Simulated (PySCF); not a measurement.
```xyz
6
charge 0 multiplicity 1, angstrom
Te    0.0000    0.0000    0.2783
O     0.0000    0.0000    2.0793
Cl    2.3663    0.0000    0.0321
Cl    0.0000    1.9617   -1.0249
Cl   -2.3663    0.0000    0.0321
Cl    0.0000   -1.9617   -1.0249
```

Method: PBE0/[Te def2-SVP with ECP28, O def2-SVP, Cl def2-SVP], scalar-relativistic core potentials, density fitting, no spin–orbit coupling, PySCF.

This geometry of TeOCl₄ is a stationary point at this level.

**Question.** What is the point group?

**Answer.** C2v.

**Question.** Is it a minimum?

**Answer.** Yes: all harmonic wavenumbers are real, though the softest, 58 cm⁻¹, leaves little margin.

**Question.** Which band is strongest in the infrared?

**Answer.** 379 cm⁻¹ (b2), 122 km/mol.

**Question.** What are the dipole moment and the gap between the highest occupied and lowest empty levels?

**Answer.** 2.02 D and 3.52 eV.

**Question.** What is the atomisation energy, with and without zero-point energy?

**Answer.** 1038 kJ/mol without, 1018 kJ/mol with.

This need not be the most stable arrangement of these atoms.
